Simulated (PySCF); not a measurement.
Gas-phase reaction: 2 B3O3Cl3 → 3 B2O + 3 Cl2 + 3 O

Energies from PySCF, thermal terms from the rigid-rotor harmonic-oscillator model, ideal gas at 1 bar. Table values come from the NASA 1993 polynomials. After a fit of one offset per element over all species, the range-separated, M06-2X, PBE0/def2-QZVP and CCSD(T)/def2-TZVPP enthalpies, where run, lie to one side of the table for B3O3Cl3 (-33 kJ/mol), B2O (+77 kJ/mol): a fault of the table's entry, another state or a shared error of the levels is possible; this was not checked at source. S°(298 K) at PBE0/def2-TZVP differs from the NASA 1993 table for B2O (+19 J/mol/K); whether the harmonic model or the table's entry is off was not settled. † marks an energy on the PBE0/def2-TZVP geometry and frequencies; other levels use their own. 6-31G* has spherical d functions here. Open shells (unrestricted): O (multiplicity 3, electronic degeneracy 9); the rest are closed-shell singlets. Spin-orbit splitting is ignored; it lowers the true energy and changes the entropy of O. B3LYP is the form with VWN-RPA correlation. For this reaction the table lies outside the span of B3LYP, M06-2X, MP2, r2SCAN, ωB97M-V, ωB97X-V in their largest bases here; which side is off was not settled. The harmonic model lacks anharmonicity and excited electronic states, which grow with temperature; levels with a mode under 35 cm⁻¹ are left out. Strong static correlation: B2O. Soft modes under 120 cm⁻¹ make the harmonic entropy rough for B3O3Cl3, B2O. The table's entry may be an old estimate for B3O3Cl3, B2O (not checked at source).

| level | ΔH°(298 K), kJ | minus table | ΔG°(1000 K), kJ |
|---|---|---|---|
| table | 4299.6 | - | 3237.7 |
| B3LYP/6-31G* | 4623.8 | 324.2 | 3514.5 |
| HF/6-31G* | 3924.5 | -375.1 | 2806.2 |
| LDA/def2-TZVP† | 5271.6 | 972.0 | 4126.2 |
| ωB97M-V/def2-TZVP† | 4564.7 | 265.1 | 3419.3 |
| ωB97X-V/def2-TZVP† | 4609.9 | 310.3 | 3464.4 |
